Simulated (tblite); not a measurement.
C4H10O2Sb (SMILES CC[O][Sb+][O]CC), charge +1, singlet, geometry from GFN2-xTB; IPEA1-xTB (tblite).

tblite was given this input:
```
$ tblite run mol.xyz --method ipea1 --charge 1 --spin 0 --json tblite.json --no-restart

# file mol.xyz
17

Sb    -0.20912211     0.73703085     0.26169453
O     -0.55186228    -1.13548900     0.30490070
C     -1.59799964    -1.82002368     0.97515898
C     -2.54219831    -0.92073203     1.74165235
H     -2.13528267    -2.38638621     0.20637872
H     -1.11297565    -2.53926026     1.64432980
H     -3.02499400    -0.21293550     1.06267013
H     -3.31265886    -1.51605063     2.22499360
H     -1.99670382    -0.36787948     2.51095594
O      1.28042581     0.50783529    -0.84218053
C      1.83676916    -0.68985362    -1.38727725
C      2.90420216    -0.29677141    -2.38943824
H      2.26565826    -1.28322146    -0.57124818
H      1.04608139    -1.28514828    -1.85799653
H      3.67585932     0.29753588    -1.90888203
H      3.35577078    -1.19453299    -2.80186001
H      2.47132434     0.28481946    -3.19809898
```

Task: What does tblite print? Leave out banner, timings and long lists.

Result: 
```
xTB calculator
 | screened Coulomb repulsion
 | Coulomb electrostatics
 |  * isotropic Klopman-Ohno-Mataga-Nishimoto electrostatics
 |  * onsite third-order electrostatics
 | DFT-D3(BJ) dispersion correction

halogen bonding energy    0.0000000000000E+00 Eh
repulsion energy          3.0984061486464E-01 Eh
dispersion energy        -6.3265932971405E-03 Eh
number of electrons       4.2000000000000E+01 e
integral cutoff           4.0000000000000E+01 bohr

------------------------------------------------------------
  cycle        total energy    energy error   density error
------------------------------------------------------------
      1     -26.03230930390  -2.6335823E+01   6.0374169E-01
      2     -25.81280822863   2.1950108E-01   3.9370415E-01
      3     -26.57507598248  -7.6226775E-01   2.9078871E-01
      4     -26.82188465338  -2.4680867E-01   3.8931621E-02
      5     -26.82703543516  -5.1507818E-03   1.2709613E-02
      6     -26.82745823418  -4.2279902E-04   5.9422946E-03
      7     -26.82750318853  -4.4954348E-05   4.6066153E-03
      8     -26.82758253197  -7.9343436E-05   2.1178989E-03
      9     -26.82760614758  -2.3615615E-05   6.1502617E-04
     10     -26.82760847256  -2.3249768E-06   1.1814410E-04
     11     -26.82760851073  -3.8175148E-08   6.3945328E-05
     12     -26.82760852339  -1.2653576E-08   3.2400958E-05
     13     -26.82760852712  -3.7285304E-09   8.9004967E-06
------------------------------------------------------------

electronic energy        -2.7131122548684E+01 Eh
total energy             -2.6827608527116E+01 Eh

Post processing:
 | Mayer-Wiberg bond orders

[Info] JSON dump of results written to 'tblite.json'
```
